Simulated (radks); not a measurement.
Task: All-electron atom: Gd in [Xe] 4f7 5d1 6p2 (not the ground configuration). All-electron calculation, Dirac Kohn-Sham, LDA (Slater exchange, Perdew-Wang correlation), spin-unpolarised, spherical densities, point nucleus; open shells fill j = l - 1/2 first. Program: a radial shooting solver on a logarithmic mesh with Libxc functionals. Some entries of the table are withheld. Estimate them.

orbital,occ.,eigenvalue (hartree),<r> (bohr),<1/r> (bohr^-1)
1s1/2,2,-1837.703,0.02192,71.62
2s1/2,2,-303.3668,0.09281,17.09
2p1/2,2,-288.1625,0.07749,17.07
2p3/2,4,-262.6196,0.08432,15.08
3s1/2,2,-67.27957,0.2443,6.223
3p1/2,2,-60.67880,0.2338,6.142
3p3/2,4,-55.44176,0.2469,5.638
3d3/2,4,-44.00646,0.2188,5.519
3d5/2,6,-42.86439,0.2229,5.394
4s1/2,2,-13.58713,0.5532,2.606
4p1/2,2,(1),0.5650,2.501
4p3/2,4,(2),0.5948,2.328
4d3/2,4,-5.60894,0.6305,2.111
4d5/2,6,-5.39720,0.6410,2.068
5s1/2,2,-1.90547,1.332,1.004
5p1/2,2,(3),1.493,0.8858
5p3/2,4,(4),1.590,0.8238
4f5/2,6,-0.41261,0.8595,1.531
4f7/2,1,-0.38484,0.8723,1.512
5d3/2,1,-0.16674,2.599,0.5080
5d5/2,0,-0.15560,2.678,0.4927
6p1/2,2,-0.09279,4.969,0.2521
6p3/2,0,-0.08146,5.287,0.2360

Result: 
(1) 4p1/2 eigenvalue (hartree): -11.01872
(2) 4p3/2 eigenvalue (hartree): -9.84706
(3) 5p1/2 eigenvalue (hartree): -1.19531
(4) 5p3/2 eigenvalue (hartree): -1.03300
